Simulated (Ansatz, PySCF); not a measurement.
This triplet is an excited state, 2.92 eV above the relaxed singlet at the level frozen-core CCSD(T)/cc-pVTZ // B3LYP-D3(BJ)/def2-TZVP (Ansatz, a program for electronic structure).

B3LYP has the VWN-RPA correlation part, as in Gaussian. 

Z-matrix (Å, degrees):
```
N
H 1 1.0165
H 1 1.0165 2 108.59
Ge 1 1.9065 2 112.49 3 125.15
F 4 1.7701 1 110.96 2 118.45
```
Charge 0, spin multiplicity 3.

### Question
Estimate the highest occupied spin orbital, dipole moment and total energy that B3LYP-D3(BJ)/def2-TZVP in PySCF 2.14.0 returns for this input.

### Answer

```yaml
highest_occupied_spin_orbital: -4.48 eV
dipole_moment: 3.71 D
total_energy: -2232.8783 Ha
```
